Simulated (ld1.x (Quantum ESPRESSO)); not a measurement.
## Configuration tests for fluorine (F) (PAW)

- Element: fluorine (F)
- Generator: ld1.x (Quantum ESPRESSO) 7.5
- Type: PAW
- Functional: LDA (PZ)
- Relativity: scalar-relativistic
- Frozen core: [He]
- Valence charge: 7
- Reference configuration: 2s2 2p5
- Partial waves: 2s (bound): rcut 0.70, rcutus 0.95 bohr; 2s channel at -1.7 Ry: rcut 0.70, rcutus 0.95 bohr; 2p (bound): rcut 0.85, rcutus 1.15 bohr; 2p channel at 4.4 Ry: rcut 0.85, rcutus 1.15 bohr
- Local potential: all-electron potential smoothed inside 0.80 bohr (lloc = -1)
- Core correction: a·sin(br)/r model core inside 0.45 bohr
- Augmentation charge: GAUSS, radius 0.75 bohr

Energies are relative to the spin-unpolarised reference configuration 2s2 2p5; without spin polarisation the order of configurations can differ from experiment. Spin-polarised rows fill each open shell by Hund’s rule, majority spin first.

```tsv
valence configuration	charge	ΔE all-electron (eV)	error AE − PS (meV)
2s2 2p3	+2	58.067	-1.5
2s2 2p2	+3	118.799	-0.8
2s1 2p5	+1	38.211	-1.0
2s2 2p5.3	-0.3	-2.726	+0.3
2s2 2p4.5	+0.5	7.630	-0.5
2s1 2p6	0	18.390	-0.2
2s2 2p5 (spin-polarised)	0	-0.379	-0.3
```

What are ΔE and the potential's error for 2s2 2p4 (spin-polarised)?

ΔE = 17.723 eV all-electron; the error (AE − PS) is -2.7 meV.

What are ΔE and the potential's error for 2s2 2p4?

ΔE = 19.555 eV all-electron; the error (AE − PS) is -1.0 meV.

Levels in the configuration 2s2 2p4:

| level | all-electron (eV) | pseudo (eV) |
| --- | --- | --- |
| 2s | -47.071 | -47.071 |
| 2p | -28.455 | -28.454 |
